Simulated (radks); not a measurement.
These are the eigenvalues of the occupied orbitals of an atom or ion with whole-number occupations (eV). Method: scalar-relativistic Kohn-Sham, PBE, spin-polarised, spherical densities, finite nucleus; Fermi nuclear charge, rms radius of each element as measured or else 0.836 A^(1/3) + 0.57 fm; computed with a radial shooting solver on a logarithmic mesh with Libxc functionals.

orbital  eigenvalue
1s up     -63333.59
1s down   -63333.28
2s up     -10870.10
2s down   -10869.93
2p up     -9577.607
2p down   -9577.341
3s up     -2545.639
3s down   -2544.966
3p up     -2157.596
3p down   -2156.889
3d up     -1691.234
3d down   -1690.644
4s up     -591.8423
4s down   -590.4825
4p up     -464.3721
4p down   -463.0027
4d up     -297.9040
4d down   -296.4166
5s up     -159.8345
5s down   -155.6759
5p up     -126.4492
4f up     -114.0075
4f down   -111.9599

Which element is it, and in what charge state? The configuration may be excited. Open shells, if any, are filled with parallel spins first.

Answer. Z = 71, lutetium, charge +7: Lu7+ in [Kr] 4d10 4f13 5s2 5p3. The list shows which subshells hold electrons but not how many an open one holds; the 1s level, -2327.5 hartree, gives Z - s = 68.2 by -(Z - s)^2/2, which with screening and relativity narrows Z to a few neighbours, and the depths of the outer levels then fix element, charge and occupations together.
